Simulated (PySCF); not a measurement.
**Energy profile**

The step: BH₃ + NH₃ → BNH₄ ([BH2][NH2]) + H₂; bonds formed: H2–H5; dative contacts that become bonds: B1–N6; bonds broken: B1–H2, H5–N6 (atoms numbered as in the saddle structure below).

| atom | x (Å) | y (Å) | z (Å) |
| --- | --- | --- | --- |
| B1 | -0.2705 | -0.6090 | -0.0629 |
| H2 | 0.8338 | -0.9031 | -0.7976 |
| H3 | -1.1576 | -0.7515 | -0.8554 |
| H4 | -0.1780 | -1.3647 | 0.8622 |
| H5 | 0.8642 | 0.0374 | -0.4808 |
| N6 | 0.0776 | 0.8864 | 0.2717 |
| H7 | -0.4827 | 1.6000 | -0.1619 |
| H8 | 0.3132 | 1.1046 | 1.2247 |

Electronic energies by CCSD(T) at an estimated basis limit (MP2 extrapolated from triple and quadruple zeta, plus CCSD(T) − MP2 in triple zeta), on PBE0-D4/def2-TZVP structures; BNH6, closed shell; no counterpoise correction. Program: PySCF 2.14 with density fitting (its default auxiliary sets; JK sets also for MP2 and CCSD(T)). Basis: def2-TZVPP and def2-QZVPP. Cores are frozen in the correlated methods. Extrapolation: Hartree–Fock as exp(−7.88 √X), correlation as X^−2.97.

Q: Give the profile in eV, counted from the separated reactants. (An estimate is asked for; the value comes from the calculation.)

A: The calculation gives:
```csv
point,eV
"separated: BH3 (B1, H2, H3, H4; singlet) + NH3 (H5, N6, H7, H8; singlet)",0.000
start structure,-1.372
saddle,0.359
end structure,-1.360
"separated: BNH4 (linked as [BH2][NH2]; B1, H3, H4, N6, H7, H8; singlet) + H2 (H2, H5; singlet)",-1.348
```

No T1 diagnostic of these runs exceeds 0.014. The end structure is not quite a true minimum (one mode of 52i cm⁻¹).

The step is the kind of exchange with an N–H group that builds nitride films in atomic layer and chemical vapour deposition.

For scale, one of the runs: CCSD(T)/def2-TZVPP, 146 basis functions, launched by `OMP_NUM_THREADS=4 python run.py`. Time: 26 s of wall clock on 4 CPU threads of an Intel Xeon 6975P-C; the host was shared. Peak host memory: 0.75 GiB.
